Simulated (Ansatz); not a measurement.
The same path of F3HOZr + H2 (8 atoms, charge 0, multiplicity 1) was run twice with different band settings. Lost on the way: H7–H8. Made: Zr1–H7, O2–H8.

These are results of Ansatz 0.2.0, RKS B3LYP/def2-SVP, not measurements.

Relaxed end points:

```xyz
8
Properties=species:S:1:pos:R:3
Zr -0.204 0.201 -0.003
O -0.452 0.187 1.894
H -0.575 0.197 2.845
F 1.650 0.383 -0.448
F -1.138 1.700 -0.737
F -0.917 -1.390 -0.795
H 1.522 -2.446 1.121
H 1.172 -2.100 1.702
```

```xyz
8
Properties=species:S:1:pos:R:3
Zr 0.354 -0.267 -0.169
O -0.521 -0.743 1.979
H -0.713 0.056 2.493
F 1.364 0.254 -1.702
F -0.185 1.443 0.550
F -0.940 -1.503 -0.844
H 1.755 -1.148 0.708
H -0.056 -1.360 2.562
```

Common settings: spring 5.0 eV/Å²; optimiser quadratic models (default); start path through a guess of the saddle point; force threshold 0.03 eV/Å; iteration limit 60; end points relaxed.

| run | movable images | climbing image |
| --- | --- | --- |
| 1 | 7 | yes |
| 2 | 4 | no |

Problem. What does each run give, and how far can it be trusted?

Solution. Run 1: converged after 25 iterations, highest image 1.366 eV above the first end. A vibrational analysis at the climbing image gives one clearly imaginary mode, 1101i cm⁻¹: a first-order saddle point.
Run 2: converged after 24 iterations, highest image 1.205 eV above the first end. No image climbed, so the highest image needn't sit at the top of the path.
The orbitals stay closed-shell, which can raise the energy where a bond breaks towards radicals; this wasn't checked here.
